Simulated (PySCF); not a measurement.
A structure optimised at r2SCAN-D4/def2-SVP, used in a PySCF frequency run:

```xyz
6

Ta     0.0000     0.0000     0.0000
F      0.0000     0.0000     1.8872
F      0.0000     0.0000    -1.8872
F     -1.8591     0.0000     0.0000
F      0.9296     1.6101     0.0000
F      0.9296    -1.6101     0.0000
```
Charge 0, spin multiplicity 1.

Write its SMILES, formula and point group.

[F][Ta]([F])([F])([F])[F], F5Ta, D3h

What are its rotational constants (standard atomic weights)?

2.5654, 2.1614, 2.1614 GHz
